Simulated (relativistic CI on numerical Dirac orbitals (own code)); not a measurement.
# Slater and spin-orbit integrals, Hg24+

Calculated at this level of theory: Dirac-Coulomb-Breit CI, KLI orbitals optimised for each configuration, QED by a radiative potential, unscaled Slater integrals (own radial code, finite nucleus).

Slater integrals F^k, G^k are unscaled and averaged over j, outside the closed core [Ar] 3d10; ζ comes from projecting the Hamiltonian with its Breit term on Σ l·s of the shell.

- 4s2 4p6 4d10 4f10: F^2(4f,4f) = 241740, F^4(4f,4f) = 156360, F^6(4f,4f) = 113940, ζ(4f) = 10825 cm⁻¹; <r>(4f) = 0.426, <r^2>(4f) = 0.2106 (bohr units).
- 4s2 4p6 4d10 4f9 5s: F^2(4f,4f) = 244420, F^4(4f,4f) = 158210, F^6(4f,4f) = 115330, ζ(4f) = 11092, G^3(4f,5s) = 36912 cm⁻¹; <r>(4f) = 0.4221, <r^2>(4f) = 0.2066, <r>(5s) = 0.758, <r^2>(5s) = 0.6397 (bohr units).
- 4s2 4p6 4d10 4f8 5s2: F^2(4f,4f) = 247310, F^4(4f,4f) = 160200, F^6(4f,4f) = 116820, ζ(4f) = 11361 cm⁻¹; <r>(4f) = 0.418, <r^2>(4f) = 0.2024 (bohr units).

Averages of the first 10 configurations, taken without configuration mixing, which lowers the lowest level and can move excited configurations by several eV; other configurations of the list can lie among them:

| Configuration | Parity | States | Average energy above the lowest level (eV) |
| --- | --- | --- | --- |
| 4s2 4p6 4d10 4f10 | even | 1001 | 18.4 |
| 4s2 4p6 4d10 4f9 5s | odd | 4004 | 97.2 |
| 4s2 4p6 4d10 4f8 5s2 | even | 3003 | 185.8 |
| 4s2 4p6 4d9 4f11 | odd | 3640 | 286.5 |
| 4s2 4p6 4d8 4f12 | even | 4095 | 556.7 |
| 4s2 4p5 4d10 4f11 | even | 2184 | 537.8 |
| 4s2 4p6 4d10 4f9 6s | odd | 4004 | 371.7 |
| 4s 4p6 4d10 4f11 | odd | 728 | 734.2 |
| 4s2 4p4 4d10 4f12 | even | 1365 | 1057.5 |
| 4p6 4d10 4f12 | even | 91 | 1452.6 |
